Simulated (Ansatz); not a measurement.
`C[SiH](F)F` + `N[SiH](O)O` → `O[SiH](O)N[SiH](F)F` + CH₄  (ligand exchange at the Si–C bond)

Computed with Ansatz on PBE0-D4/def2-TZVP structures; ΔE is electronic, products minus reactants. CBS: MP2 limit from def2 TZ/QZ plus the TZ coupled-cluster correction, frozen cores. This one scheme is used for every species. DFT in def2-TZVPP. One conformer a species, not always the lowest.

```csv
level,ΔE (eV)
ωB97X-V,-0.80
PBE,-0.69
MP2/def2-TZVPP,-0.84
CCSD/CBS(def2),-0.82
```

Question: What does CCSD(T)/CBS give? (An estimate is asked.)

Answer: Ansatz gave: -0.82 eV. The listed levels differ from it by 0.02, 0.13, -0.02, 0.00 eV.

Largest T1 diagnostic among the species: 0.012.

In def2-TZVPP, CCSD(T) changes the Hartree–Fock value by +0.04 eV (the triples alone add +0.00 eV) and MP2 by +0.03 eV. From PBE to PBE0 (25 % exact exchange), in def2-TZVPP and without D4, ΔE moves by −0.04 eV.
